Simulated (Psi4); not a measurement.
Noncovalent pair: NH3 (SMILES N) (first 4 atoms) with H2 (SMILES [H][H]); geometry from B3LYP-D3(BJ)/def2-TZVP.
(charge 0, multiplicity 1):
```xyz
6

N      0.01522    -0.00224    -0.13803
H     -0.71301     0.61807    -0.47297
H      0.89790     0.34403    -0.49618
H     -0.14559    -0.91232    -0.55419
H      0.02112    -0.16024     2.47264
H      0.02149    -0.20912     3.21902
```

These are SAPT0/jun-cc-pV(D+d)Z run with Psi4 values and carry that method's errors.

Which attractive term is largest, and how does the interaction split up?

electrostatics -1.69, exchange 2.36, induction -0.62, dispersion -0.51, total -0.46 kcal/mol; the largest attraction is electrostatics.
